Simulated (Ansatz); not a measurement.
Two isomers of C2H6AlNO: A = `C/C(O)=[N]\[AlH2]`, B = `[CH3][Al]([NH2])[CH]=O`.

Gas-phase electronic energies from Ansatz, PBE0-D4/def2-TZVP geometries. CCSD(T)/CBS adds triple-zeta CCSD(T) − MP2 to the extrapolated MP2 energy (def2 sets, frozen cores). DFT in def2-TZVPP. B3LYP here is the variant with VWN-RPA as its local correlation; programs differ in this. One conformer a species, not always the lowest.

(1) Which is lower in electronic energy at CCSD(T)/CBS, and by how much? (Estimate.)

(2) Give E(B) − E(A) in kJ/mol with r2SCAN-D4, B3LYP-D4, MP2/def2-TZVPP, CCSD/def2-TZVPP, HF/def2-TZVPP, ωB97M-V, B2PLYP. (Estimate.)

Largest T1 diagnostic: 0.014.

Answers

(1) The calculation gave: B, by 19.0 kJ/mol.

(2) Ansatz gave: r2SCAN-D4 -4.3, B3LYP-D4 -9.9, MP2/def2-TZVPP -12.5, CCSD/def2-TZVPP -15.4, HF/def2-TZVPP 0.0, ωB97M-V -13.1, B2PLYP -13.0. None reverses the order clearly.

From PBE to PBE0 (25 % exact exchange), in def2-TZVPP and without D4, E(B) − E(A) moves by +3.7 kJ/mol. In def2-TZVPP, CCSD(T) changes the Hartree–Fock value by −14.8 kJ/mol (the triples alone add +0.6 kJ/mol) and MP2 by −12.4 kJ/mol.
